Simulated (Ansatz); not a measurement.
## Group exchange: C2H8OSi + SiH3(CH3) → C2H10OSi2 + CH4

Species: C2H8OSi `CC[SiH2]O`, singlet; SiH3(CH3) (methylsilane), singlet; C2H10OSi2 `CC[SiH2]O[SiH3]`, singlet; CH4 (methane) `C`, singlet. The partners trade H for SiH3: O–H and C–SiH3 bonds give way to O–SiH3 and C–H.

Shapes, held fixed at every level: PBE0-D4/def2-TZVP. Flexible molecules stand in one conformer, not always the lowest. Programs: Ansatz 0.2.0. Electronic energies: no zero-point or thermal term.

```
               level                    kind  ΔE (kJ/mol)  less CCSD(T)/CBS estimate
       HF/def2-TZVPP            Hartree–Fock       -129.4                      -15.7
 B3LYP-D4/def2-TZVPP           global hybrid       -117.9                       -4.2
  wB97X-V/def2-TZVPP  range-separated hybrid       -111.4                       +2.3
   B2PLYP/def2-TZVPP           double hybrid       -114.8                       -1.1
  CCSD(T)/def2-TZVPP   coupled cluster or CI       -112.9                       +0.8
     CCSD/def2-TZVPP   coupled cluster or CI       -114.8                       -1.1
CCSD(T)/CBS estimate   coupled cluster or CI       -113.7                        0.0
```

The highest level, CCSD(T)/CBS estimate, gives ΔE = -113.7 kJ/mol; the levels span -129.4 to -111.4. The column of differences is taken from that level and isn't an error. No measured value is set beside it here. The CBS estimate extrapolates MP2 from def2-TZVPP and def2-QZVPP and adds CCSD(T) − MP2 in the triple-zeta set, cores frozen.
